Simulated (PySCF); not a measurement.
Molecule: `C=N[C@@H]1C[C@@]12C[C@H]2C`, C$_{7}$H$_{11}$N.

Bonds (- single, = double, # triple, : aromatic): C1=N2, N2-C3, C3-C4, C4-C5, C5-C6, C6-C7, C7-C8, C5-C3, C7-C5. C1 carries H9, H10; C3 carries H11; C4 carries H12, H13; C6 carries H14, H15; C7 carries H16; C8 carries H17, H18, H19. Stereochemistry as in C=N[C@@H]1C[C@@]12C[C@H]2C. H9 is cis to C3; H14 is cis to C8 on the ring; H13 is cis to N2 on the ring; H10 is trans to C3; H15 is trans to C8 on the ring; H12 is trans to N2 on the ring.

Frames of a GFN2-xTB Langevin trajectory at 200 K; GIAO PBE0/pcSseg-1 shieldings in PySCF, gas phase, non-relativistic; equivalent atoms averaged within each frame.

Shifts are taken against calculated references (same method and geometry level): ¹³C (186.93 ppm), ¹H (31.72 ppm) against TMS; ¹⁵N (267.73 ppm) vs NH3. The references are static minima.

**Question.** How do the shifts (ppm) fluctuate along the trajectory?

**Answer.** 
```tsv
time (fs)	C1	C3	C5	C4	C7	C6	C8	N2	H9	H10
optimised geometry	151.5	54.3	27.4	22.7	18.6	16.6	19.6	416.2	7.87	7.08
250	154.8	58.6	27.5	24.3	23.8	18.0	15.5	437.4	8.09	7.01
425	152.1	62.3	26.5	22.0	16.5	19.2	16.6	408.4	7.64	7.25
625	152.9	51.2	36.4	21.3	16.9	16.1	18.1	418.3	7.93	6.62
800	152.3	62.0	31.2	26.3	16.2	18.2	17.9	428.0	8.06	7.17
1000	152.4	52.4	27.6	20.4	18.9	16.6	17.2	397.6	7.89	6.94
mean of frames	152.9	57.3	29.8	22.8	18.5	17.6	17.1	418.0	7.92	7.00
standard deviation	1.1	5.2	4.1	2.4	3.2	1.3	1.1	15.7	0.18	0.25
```

5 frames give an uncertainty of the mean of about the standard deviation over 2.2 at best, since frames this close in time may not be independent; classical motion lacks zero-point vibration, and the reference would need the same averaging.
